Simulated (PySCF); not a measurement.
Exercise with solution: chemical shift, span and skew from a shielding tensor

Mg(F)(SMe) (CH3FMgS), SMILES C[S][Mg][F]. Atoms are numbered in the order given.

```xyz
7

Mg     0.1115    -1.0538     0.0000
F     -0.3137    -2.7597     0.0000
S      0.6832     1.1686     0.0000
C     -0.9415     2.0185     0.0000
H     -1.5324     1.7889     0.8977
H     -0.7331     3.0971     0.0000
H     -1.5324     1.7889    -0.8977
```

Geometry optimised at PBE0-D3(BJ)/def2-SVP. Other conformers were not sampled.

GIAO shieldings from PySCF with KT2/pcSseg-2, non-relativistic, no solvent. The symmetric part of the tensor of F2 has the principal values 339.8, 344.0, 482.1 ppm. The same nucleus in CFCl3 has σ = 125.1 ppm at this level (PySCF, at its B3LYP-D3(BJ)/def2-TZVP geometry).

Question: Work out the isotropic shielding, the ¹⁹F shift against CFCl3, the span and the skew.

Answer: 
σ(iso) = (σ11 + σ22 + σ33)/3 = 388.6 ppm. δ = σ(ref) − σ(iso) = 125.1 − (388.6) = -263.5 ppm.
Span Ω = σ33 − σ11 = 142.3 ppm. Skew κ = 3(σ(iso) − σ22)/Ω = 0.94. Tumbling in solution averages the tensor to δ; in a static solid the shielding alone would spread this spin-1/2 line over Ω.
